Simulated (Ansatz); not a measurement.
`B[SiH2][GeH3]` + `[OH][SnH2][F]` → `F[SiH2][GeH3]` + `[BH2][SnH2][OH]` at 500 K and 1 bar (redistribution).

Program: Ansatz. Geometries: PBE0-D4/def2-TZVP. ΔE: electronic, gas phase. CCSD(T)/CBS adds triple-zeta CCSD(T) − MP2 to the extrapolated MP2 energy (def2 sets, frozen cores). Elements past krypton have def2 core potentials. For Ge, Sn outer-core shells are correlated without core-valence functions, which leaves a few kJ/mol of doubt a bond. Scalar relativity is left out up to krypton. One conformer a species, not always the lowest.

```tsv
species	CCSD(T)/CBS energy (Eh)	H − E (kJ/mol)	S (J/(mol·K))
`B[SiH2][GeH3]`	-2394.14795	204.3	411.2
`[OH][SnH2][F]`	-390.83308	109.2	353.5
`F[SiH2][GeH3]`	-2468.03899	151.9	378.3
`[BH2][SnH2][OH]`	-316.96213	162.3	389.6
```

H − E and S are ideal-gas, rigid-rotor, harmonic terms from PBE0-D4/def2-TZVP, for one conformer and one mirror image of each species. 1 Eh = 2625.50 kJ/mol, R = 8.31446 J/(mol·K).

Q: By hand: ΔE, ΔH, ΔS and ΔG.

A: ΔE = (-2468.03899) + (-316.96213) − (-2394.14795) − (-390.83308) = -0.02009 Eh = -52.7 kJ/mol. Δ(H − E) = 151.9 + 162.3 − 204.3 − 109.2 = 0.7, so ΔH = -52.0 kJ/mol. ΔS = 378.3 + 389.6 − 411.2 − 353.5 = 3.2 J/(mol·K). ΔG = -52.0 − 500 × (3.2)/1000 = -53.6 kJ/mol.

Q: By hand: the equilibrium constant, and the temperature at which ΔG would vanish if ΔH and ΔS stayed fixed.

A: log₁₀ K = −ΔG/(RT ln 10) = 5.6. ΔH and −TΔS have one sign here, so there is no such temperature. One of them is within its doubt of zero, so this could turn.

The number of gas molecules stays the same, so ΔS is small and ΔH decides. A doubt of 5 kJ/mol in ΔE shifts log₁₀ K by 0.5 here. Other conformers and mirror images would add mixing entropy, several J/(mol·K) or more a flexible species. These are equilibria of isolated gas molecules and say nothing of rates. Largest T1 diagnostic: 0.014 (customary marks: 0.02 for closed shells, 0.045 for open ones).
